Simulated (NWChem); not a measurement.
System: 1,3-disilacyclobutane (C2H8Si2); SMILES C1[SiH2]C[SiH2]1

Output (shortened):

```
             Northwest Computational Chemistry Package (NWChem) 7.3.0
             --------------------------------------------------------

 C2V symmetry detected

                             Geometry "geometry" -> ""
                             -------------------------

 Output coordinates in angstroms (scale by  1.889725989 to convert to a.u.)

  No.       Tag          Charge          X              Y              Z
 ---- ---------------- ---------- -------------- -------------- --------------
    1 C                    6.0000     1.35888350     0.00000000     0.15907798
    2 Si                  14.0000     0.00000000     1.31515800    -0.07578952
    3 C                    6.0000    -1.35888350     0.00000000     0.15907798
    4 Si                  14.0000     0.00000000    -1.31515800    -0.07578952
    5 H                    1.0000     1.74551350     0.00000000     1.19208398
    6 H                    1.0000     2.21493250     0.00000000    -0.53031852
    7 H                    1.0000     0.00000000     2.44615800     0.90515948
    8 H                    1.0000     0.00000000     1.88166900    -1.46033952
    9 H                    1.0000    -1.74551350     0.00000000     1.19208398
   10 H                    1.0000    -2.21493250     0.00000000    -0.53031852
   11 H                    1.0000     0.00000000    -2.44615800     0.90515948
   12 H                    1.0000     0.00000000    -1.88166900    -1.46033952

 Effective nuclear repulsion energy (a.u.)     219.3278188610

      Symmetry information
      --------------------

 Group name             C2v
 Group number             16
 Group order               4
 No. of unique centers     6

                                 NWChem DFT Module
                                 -----------------

 Summary of "ao basis" -> "ao basis" (spherical)
 ------------------------------------------------------------------------------
       Tag                 Description            Shells   Functions and Types
 ---------------- ------------------------------  ------  ---------------------
 C                          def2-svp                 6       14   3s2p1d
 Si                         def2-svp                 8       18   4s3p1d
 H                          def2-svp                 3        5   2s1p

      Symmetry analysis of basis
      --------------------------

        a1         39
        a2         13
        b1         25
        b2         27

            General Information
            -------------------
          SCF calculation type: DFT
          Wavefunction type:  closed shell.
          No. of atoms     :    12
          No. of electrons :    48
           Alpha electrons :    24
            Beta electrons :    24
          Charge           :     0
          Spin multiplicity:     1
          Use of symmetry is: on ; symmetry adaption is: on
          Maximum number of iterations: 150
          AO basis - number of functions:   104
                     number of shells:    52
          Convergence on energy requested:  1.00D-06
          Convergence on density requested:  1.00D-05
          Convergence on gradient requested:  5.00D-04

              XC Information
              --------------
                  TPSS metaGGA Exchange Functional  1.000
             TPSS03 metaGGA Correlation Functional  1.000

             Grid Information
             ----------------
          Grid used for XC integration:  coarse
          Radial quadrature: Mura-Knowles
          Angular quadrature: Lebedev.
          Tag              B.-S. Rad. Rad. Pts. Rad. Cut. Ang. Pts.
          ---              ---------- --------- --------- ---------
          C                   0.70       35          10.0       302
          Si                  1.10       70          10.0       302
          H                   0.35       35          12.0       302
          Grid pruning is: on
          Number of quadrature shells:   245
          Spatial weights used:  Erf1

      Superposition of Atomic Density Guess
      -------------------------------------

 Sum of atomic energies:        -656.72094179

      Non-variational initial energy
      ------------------------------

 Total energy =    -659.010599
 1-e energy   =   -1341.855846
 2-e energy   =     463.517428
 HOMO         =      -0.316805
 LUMO         =       0.036853

      Symmetry analysis of molecular orbitals - initial
      -------------------------------------------------

  Numbering of irreducible representations:

     1 a1          2 a2          3 b1          4 b2

  Orbital symmetries:

     1 a1          2 b2          3 a1          4 b1          5 a1
     6 b2          7 a1          8 b2          9 a1         10 b2
    11 b1         12 a2         13 a1         14 b1         15 b2
    16 a1         17 a1         18 a1         19 b1         20 b2
    21 a1         22 b1         23 a2         24 b2         25 b1
    26 a1         27 a1         28 a1         29 b2         30 a2
    31 b2         32 b1         33 b1         34 a1

   convergence    iter        energy       DeltaE   RMS-Dens  Diis-err
 ---------------- ----- ----------------- --------- --------- ---------
 d= 0,ls=0.0,diis     1   -659.8000017930 -8.79D+02  7.44D-03  2.72D-01
 d= 0,ls=0.0,diis     2   -659.8154520363 -1.55D-02  4.95D-03  1.55D-01
 d= 0,ls=0.0,diis     3   -659.8312033168 -1.58D-02  1.95D-03  5.26D-02
 d= 0,ls=0.0,diis     4   -659.8387068177 -7.50D-03  3.32D-04  7.54D-04
 d= 0,ls=0.0,diis     5   -659.8388342433 -1.27D-04  5.11D-05  2.64D-05
  Resetting Diis
 d= 0,ls=0.0,diis     6   -659.8388383376 -4.09D-06  9.60D-06  7.15D-07
 d= 0,ls=0.0,diis     7   -659.8388384635 -1.26D-07  2.77D-06  1.35D-08

         Total DFT energy =     -659.838838463466
      One electron energy =    -1345.888316452331
           Coulomb energy =      522.474742524575
    Exchange-Corr. energy =      -55.753083396684
 Nuclear repulsion energy =      219.327818860973

 Numeric. integr. density =       48.000042785375

                  Occupations of the irreducible representations
                  ----------------------------------------------

                     irrep           alpha         beta
                     --------     --------     --------
                     a1               10.0         10.0
                     a2                2.0          2.0
                     b1                5.0          5.0
                     b2                7.0          7.0

                       DFT Final Molecular Orbital Analysis
                       ------------------------------------

 Vector   22  Occ=2.000000D+00  E=-2.792942D-01  Symmetry=b1
              MO Center=  1.3D-14, -3.7D-14,  7.7D-02, r^2= 3.0D+00
   Bfn.  Coefficient  Atom+Function         Bfn.  Coefficient  Atom+Function
  ----- ------------  ---------------      ----- ------------  ---------------
     4      0.341016   1 C  px               36      0.341016   3 C  px
     7      0.197422   1 C  px               39      0.197422   3 C  px
     3     -0.172949   1 C  s                35      0.172949   3 C  s
    22     -0.171178   2 Si px               54     -0.171178   4 Si px
    70      0.167942   6 H  s                90     -0.167942  10 H  s

 Vector   23  Occ=2.000000D+00  E=-2.694265D-01  Symmetry=a2
              MO Center= -6.6D-14,  3.9D-14,  8.8D-02, r^2= 3.1D+00
   Bfn.  Coefficient  Atom+Function         Bfn.  Coefficient  Atom+Function
  ----- ------------  ---------------      ----- ------------  ---------------
     5      0.324442   1 C  py               37     -0.324442   3 C  py
    22      0.224569   2 Si px               54     -0.224569   4 Si px
     8      0.200797   1 C  py               40     -0.200797   3 C  py
    25      0.183107   2 Si px               57     -0.183107   4 Si px
    19     -0.125213   2 Si px               51      0.125213   4 Si px

 Vector   24  Occ=2.000000D+00  E=-2.447127D-01  Symmetry=b2
              MO Center=  6.6D-14,  4.3D-15,  1.2D-01, r^2= 4.1D+00
   Bfn.  Coefficient  Atom+Function         Bfn.  Coefficient  Atom+Function
  ----- ------------  ---------------      ----- ------------  ---------------
     5      0.297602   1 C  py               37      0.297602   3 C  py
     8      0.189741   1 C  py               23     -0.190547   2 Si py
    40      0.189741   3 C  py               55     -0.190547   4 Si py
    26     -0.180852   2 Si py               58     -0.180852   4 Si py
    75     -0.174356   7 H  s                95      0.174356  11 H  s

 Vector   25  Occ=0.000000D+00  E=-7.013203D-03  Symmetry=b1
              MO Center= -2.2D-14, -4.8D-14, -9.1D-02, r^2= 6.0D+00
   Bfn.  Coefficient  Atom+Function         Bfn.  Coefficient  Atom+Function
  ----- ------------  ---------------      ----- ------------  ---------------
     3      1.056857   1 C  s                35     -1.056857   3 C  s
    25     -0.858012   2 Si px               57     -0.858012   4 Si px
    22     -0.196486   2 Si px               54     -0.196486   4 Si px
     7     -0.186450   1 C  px               39     -0.186450   3 C  px
    66     -0.163146   5 H  s                86      0.163146   9 H  s

 Vector   26  Occ=0.000000D+00  E= 1.307382D-03  Symmetry=a1
              MO Center= -1.8D-14, -5.1D-14,  8.3D-02, r^2= 5.2D+00
   Bfn.  Coefficient  Atom+Function         Bfn.  Coefficient  Atom+Function
  ----- ------------  ---------------      ----- ------------  ---------------
    76      0.666622   7 H  s                96      0.666622  11 H  s
    27     -0.573379   2 Si pz               59     -0.573379   4 Si pz
    66      0.502716   5 H  s                86      0.502716   9 H  s
    26     -0.446573   2 Si py               58      0.446573   4 Si py
     3     -0.391039   1 C  s                35     -0.391039   3 C  s

 Vector   27  Occ=0.000000D+00  E= 2.335268D-02  Symmetry=a1
              MO Center=  2.6D-14, -7.3D-14,  1.0D-01, r^2= 6.3D+00
   Bfn.  Coefficient  Atom+Function         Bfn.  Coefficient  Atom+Function
  ----- ------------  ---------------      ----- ------------  ---------------
     3      1.511058   1 C  s                35      1.511058   3 C  s
    26      0.789528   2 Si py               58     -0.789528   4 Si py
    71     -0.573893   6 H  s                91     -0.573893  10 H  s
    81     -0.567932   8 H  s               101     -0.567932  12 H  s
    27     -0.447636   2 Si pz               59     -0.447636   4 Si pz

     Multipole analysis of the density
     ---------------------------------

     L   x y z        total         alpha         beta         nuclear
     -   - - -        -----         -----         ----         -------
     0   0 0 0     -0.000000    -24.000000    -24.000000     48.000000

     1   1 0 0      0.000000      0.000000      0.000000      0.000000
     1   0 1 0     -0.000000     -0.000000     -0.000000      0.000000
     1   0 0 1      0.151350      0.075675      0.075675      0.000000

     2   2 0 0    -30.324593    -83.127255    -83.127255    135.929917
     2   1 1 0     -0.000000     -0.000000     -0.000000      0.000000
     2   1 0 1      0.000000      0.000000      0.000000      0.000000
     2   0 2 0    -33.183938   -137.077305   -137.077305    240.970671
     2   0 1 1      0.000000      0.000000      0.000000      0.000000
     2   0 0 2    -31.254288    -33.077002    -33.077002     34.899716

            General Information
            -------------------
          SCF calculation type: DFT
          Wavefunction type:  closed shell.
          No. of atoms     :    12
          No. of electrons :    48
           Alpha electrons :    24
            Beta electrons :    24
          Charge           :     0
          Spin multiplicity:     1
          Use of symmetry is: on ; symmetry adaption is: on
          Maximum number of iterations: 150
          AO basis - number of functions:   104
                     number of shells:    52
          Convergence on energy requested:  1.00D-06
          Convergence on density requested:  1.00D-05
          Convergence on gradient requested:  5.00D-04

              XC Information
              --------------
                  TPSS metaGGA Exchange Functional  1.000
             TPSS03 metaGGA Correlation Functional  1.000

             Grid Information
             ----------------
          Grid used for XC integration:  coarse
          Radial quadrature: Mura-Knowles
          Angular quadrature: Lebedev.
          Tag              B.-S. Rad. Rad. Pts. Rad. Cut. Ang. Pts.
          ---              ---------- --------- --------- ---------
          C                   0.70       35          10.0       302
          Si                  1.10       70          10.0       302
          H                   0.35       35          12.0       302
          Grid pruning is: on
          Number of quadrature shells:   245
          Spatial weights used:  Erf1

          Convergence Information
          -----------------------
          Convergence aids based upon iterative change in
          total energy or number of iterations.
          Levelshifting, if invoked, occurs when the
          HOMO/LUMO gap drops below (HL_TOL):  1.00D-02
          DIIS, if invoked, will attempt to extrapolate
          using up to (NFOCK): 10 stored Fock matrices.

                    Damping( 0%)  Levelshifting(0.5)       DIIS
                  --------------- ------------------- ---------------
          dE  on:    start            ASAP                start
          dE off:    2 iters        150 iters           150 iters

                            NWChem DFT Gradient Module
                            --------------------------

  charge          =   0.00
  wavefunction    = closed shell

  Using symmetry

                         DFT ENERGY GRADIENTS

    atom               coordinates                        gradient
                 x          y          z           x          y          z
   1 C       2.567917   0.000000   0.300614   -0.001426   0.000000   0.000002
   2 Si      0.000000   2.485288  -0.143221    0.000000  -0.007140   0.001344
   3 C      -2.567917   0.000000   0.300614    0.001426   0.000000   0.000002
   4 Si      0.000000  -2.485288  -0.143221    0.000000   0.007140   0.001344
   5 H       3.298542   0.000000   2.252712   -0.001213   0.000000  -0.002291
   6 H       4.185616   0.000000  -1.002157   -0.002143   0.000000   0.001275
   7 H       0.000000   4.622568   1.710503    0.000000   0.000630   0.000839
   8 H       0.000000   3.555839  -2.759642    0.000000   0.000349  -0.001168
   9 H      -3.298542   0.000000   2.252712    0.001213   0.000000  -0.002291
  10 H      -4.185616   0.000000  -1.002157    0.002143  -0.000000   0.001275
  11 H       0.000000  -4.622568   1.710503    0.000000  -0.000630   0.000839
  12 H       0.000000  -3.555839  -2.759642    0.000000  -0.000349  -0.001168
```

Level: TPSS/def2-SVP. Coordinates come from a PBE0/def2-SVP optimisation.

Question: Write an input that gives this output.

Answer: This is not unique; one that fits is the input that was run:
```
start job
memory heap 200 mb stack 900 mb global 1100 mb
geometry units angstroms noautoz
  C      1.358884     0.000000     0.155872
  Si    -0.000000     1.315158    -0.078992
  C     -1.358883    -0.000000     0.155879
  Si    -0.000000    -1.315158    -0.078992
  H      1.745514     0.000000     1.188878
  H      2.214933    -0.000000    -0.533524
  H      0.000003     2.446158     0.901957
  H     -0.000005     1.881669    -1.463542
  H     -1.745513     0.000000     1.188885
  H     -2.214932    -0.000000    -0.533518
  H      0.000003    -2.446158     0.901957
  H     -0.000005    -1.881669    -1.463542
end
basis spherical
  C library def2-svp
  Si library def2-svp
  H library def2-svp
end
dft
  xc xtpss03 ctpss03
  iterations 150
  grid coarse
end
task dft gradient
```
